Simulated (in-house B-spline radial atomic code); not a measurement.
Ionising Au XLIII (Au42+) with different functionals

Computed with an all-electron radial atomic-structure program (B-spline basis): scalar-relativistic (spin-free X2C) Hamiltonian, Fermi nucleus of rms radius 5.4371 fm, spin-polarised at highest spin, spherical fractional occupations for the functionals, the average over the highest-spin determinants for Hartree-Fock. The ionisation energy is the difference of two self-consistent energies, [Kr] 4d1 → [Ar] 3d10 4s2 4p6, without Breit or QED terms; ε is the level of the shell that loses the electron (its least bound occupied spin orbital). There is no spin-orbit coupling in this Hamiltonian.

Hybrids are left out here: with spherical fractional occupations of an open shell their exact exchange keeps a self-interaction that integer-occupation calculations don't have.

```
      method          rung  ΔSCF (eV)  -ε(4d) (eV)
Hartree-Fock  Hartree-Fock     2010.5       2011.4
        OLYP           GGA     2016.5       1987.0
         PBE           GGA     2013.4       1983.8
        RPBE           GGA     2013.4       1983.8
```

**Question.** How do they compare with the NIST value?

**Answer.** NIST lists 2026 eV ± 4 (tabulated theory, ground level to ground level). Errors run from -15.5 to -9.5 eV. The correlated functionals all miss on the same side by more than they spread, so the cause is common to them (spin-orbit coupling, Breit-QED terms, multiplet and fine-structure energies, or a listed next ion that isn't the cheapest removal here) and closeness doesn't rank the functionals. Hartree-Fock also lacks correlation.
